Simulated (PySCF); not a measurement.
revPBE on Ga (gallium, neutral), [Ar] 3d10 4s2 4d1, 2D determinant (an excited configuration). All numbers are calculated (PySCF 2.14, a scalar-relativistic core potential, in aug-cc-pwCVDZ-PP with ECP10MDF (6s5p4d1f, 48 functions)).

```
cycle= 1 E= -259.334441116918  delta_E= -0.00523  |g|= 0.191  |ddm|= 1.48
cycle= 2 E= -259.326479638527  delta_E= 0.00796  |g|= 0.292  |ddm|= 0.829
cycle= 3 E= -259.339927570346  delta_E= -0.0134  |g|= 0.00312  |ddm|= 0.578
cycle= 4 E= -259.339929770698  delta_E= -2.2e-06  |g|= 0.000122  |ddm|= 0.013
cycle= 5 E= -259.339929777035  delta_E= -6.34e-09  |g|= 7.13e-06  |ddm|= 0.000853
cycle= 6 E= -259.339929777059  delta_E= -2.42e-11  |g|= 8.09e-07  |ddm|= 2.85e-05
converged SCF energy = -259.339929777059  <S^2> = 0.7501608  2S+1 = 2.0001608
```

Highest occupied orbital energy: 0.130 eV; ⟨L²⟩ = 6.00; populations by l: s 4.00, p 6.00, d 11.00, f 0.00.

Problem. Can this result be used?

Solution. Not for this state. The calculation finished and met its thresholds. Energies and moments cover only the electrons outside the core potential. The outer electron is Rydberg-like, and this basis confines it to a smaller radius and binds it less than a complete one would. At revPBE the highest occupied level has a positive energy, so only the finite basis holds that electron; for this excited configuration the basis is too tight for the outer shell.
